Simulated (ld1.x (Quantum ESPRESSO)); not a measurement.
**Varying the PAW potential for Sc (Z = 21)**

Base potential:

```json
{
  "Element": "Sc",
  "Generator": "ld1.x (Quantum ESPRESSO) 7.5",
  "Type": "PAW",
  "Functional": "revPBE",
  "Relativity": "scalar-relativistic",
  "Frozen core": "[Ne]",
  "Valence charge": "11",
  "Reference configuration": "3s2 3p6 3d0 4s0 4p0 (charge +3)",
  "Partial waves": "3s (bound): rcut 1.55, rcutus 1.90 bohr; 4s (bound, empty): rcut 1.55, rcutus 1.90 bohr; 3p (bound): rcut 1.45, rcutus 1.70 bohr; 4p (bound, empty): rcut 1.45, rcutus 1.70 bohr; 3d (bound, empty): rcut 1.75, rcutus 2.30 bohr; 3d channel at 2.55 Ry: rcut 1.75, rcutus 2.30 bohr",
  "Local potential": "all-electron potential smoothed inside 1.90 bohr (lloc = -1)",
  "Core correction": "a·sin(br)/r model core, default radius (ld1.x builds one for every PAW set, though the input has nlcc=.false.)",
  "Augmentation charge": "BESSEL, radius 1.40 bohr"
}
```

Cutoffs, loose and tight: the cutoffs (Ry, on a coarse ladder) from which the occupation-weighted sum of valence levels, in a spherical-Bessel basis at the reference potential, stays within 10 and 1 mRy of its value at 400 Ry. They do not see the model core or the augmentation charge, which bear on the density cutoff. Test errors are all-electron minus pseudo excitation energies from the reference, over the configurations 3s2 3p6 3d1 4s2 4p0; 3s2 3p6 3d1 4s1 4p0; 3s2 3p6 3d1 4s0 4p0; 3s2 3p6 3d2 4s0 4p0; 3s2 3p6 3d0 4s2 4p0; 3s1 3p6 3d1 4s2 4p0; 3s2 3p6 3d0 4s2 4p1. A dash means not determined; rows that change the core or the reference have their own tests. The largest error is taken over the tests solved by every variant that gives reliable tests at all: 3s2 3p6 3d1 4s0 4p0; 3s2 3p6 3d1 4s1 4p0; 3s2 3p6 3d1 4s2 4p0.

Cutoffs are not given where the Bessel-basis levels miss the radial ones by over 6 mRy, ghosts where they miss by over 20 mRy; a channel whose overlap is not positive is not tested.

A file whose overlap is not positive is unfit for use, and its test errors describe a broken file.

| change | outcome | cutoff, loose | cutoff, tight | bound ghosts | largest test error (meV) |
| --- | --- | --- | --- | --- | --- |
| base | generated | 30 Ry | 50 Ry | none | -1.3 |
| waves 3d (bound): rcut 1.75, rcutus 3.48 bohr; 3d channel at 2.55 Ry: rcut 1.75, rcutus 3.48 bohr | generated | 30 Ry | 50 Ry | none | -382 |
| local potential all-electron potential smoothed inside 2.10 bohr (lloc = -1) | generated, overlap not positive | – | – | not determined (overlap not positive) | +73 |
| waves 3p (bound): rcut 1.45, rcutus 2.34 bohr; 4p (bound): rcut 1.45, rcutus 2.34 bohr | generated | 15 Ry | 30 Ry | none | -18 |
| all radii but the core radius scaled by about 0.94 (s 1.78, p 1.60, d 2.16 bohr, rcut 1.46/1.36/1.64); local potential all-electron potential smoothed inside 1.78 bohr (lloc = -1); augmentation BESSEL, radius 1.32 bohr | generated | 30 Ry | 55 Ry | none | +4.2 |
| waves 3s (bound): rcut 1.55, rcutus 2.28 bohr; 4s (bound): rcut 1.55, rcutus 2.28 bohr | generated | 30 Ry | 50 Ry | none | -12 |
| functional PBEsol | generated | 30 Ry | 50 Ry | none | +2.6 |
| local potential all-electron potential smoothed inside 1.68 bohr (lloc = -1) | generated | 30 Ry | 50 Ry | none | +0.7 |
| fully relativistic | generated | – | – | not determined | +1.3 |
| reference 3s2 3p6 3d1 4s0 4p0 | generated, overlap not positive | – | – | not determined (overlap not positive) | -8.6 |

Question: What comes out with this change to the base: augmentation PSQ, inside the norm-conserving radii?

Answer: outcome: generated; cutoff, loose: 30 Ry; cutoff, tight: 50 Ry; bound ghosts: none; largest test error (meV): -3.4.

Question: What comes out with this change to the base: wave 3d channel at 2.55 Ry: rcut 1.75, rcutus 2.30 bohr becomes 3d channel at 4.92 Ry: rcut 1.75, rcutus 2.30 bohr?

Answer: outcome: generated; cutoff, loose: 30 Ry; cutoff, tight: 50 Ry; bound ghosts: none; largest test error (meV): -62.
